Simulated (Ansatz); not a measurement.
Input for Ansatz (a quantum-chemistry and plane-wave program): R-wB97M-V/def2-TZVPP on GaH5N2O (SMILES [NH2][Ga]([NH2])[OH]), a point of a torsion scan.

Ansatz 0.2 input:
```yaml
crystal:
  periodic: [false, false, false]
  atoms:
    - {symbol: N, position_ang: [1.31321071, -1.09638725, 0.20036336]}
    - {symbol: Ga, position_ang: [-0.06662826, 0.12251625, -0.03814417]}
    - {symbol: N, position_ang: [-1.76208494, -0.23962602, -0.65291847]}
    - {symbol: O, position_ang: [0.17862413, 1.79134058, 0.38545702]}
    - {symbol: H, position_ang: [2.16203021, -0.89045248, -0.31963306]}
    - {symbol: H, position_ang: [1.06602889, -2.05660636, -0.01684932]}
    - {symbol: H, position_ang: [-2.16472572, -1.14925766, -0.45615935]}
    - {symbol: H, position_ang: [-2.43985551, 0.47540925, -0.40941621]}
    - {symbol: H, position_ang: [0.99354106, 2.15265034, 0.72723068]}
basis:
  gaussian:
    orbitals: def2-TZVPP
hamiltonian:
  xc: {name: wB97M-V}
scf: {lower_state_search: off}
```

The head of its log:

```
WARN ansatz: RAYON_NUM_THREADS=1 ignored (pool sized by the plan → 1); use --threads N
Functional definition: wB97M-V
these checks for a lower state are left out or cut short: stability, starts, cluster_reference, orbital_swaps, neighbouring_geometries, increment
integrals: 0.17 GiB planned
1159 factors; their error is unknown
integrals: 0.21 GiB planned
271 factors; integrals over basis functions are off by at most 5.2e-6 eV
mean field: 1.40 GiB planned
mean field evaluation 1: about -57474.1981 eV, gradient 8.3e1 eV
mean field evaluation 2: about -57472.4799 eV, gradient 9.1e1 eV
```

Task: Predict the final total energy.

Result: -2112.5764 hartree.
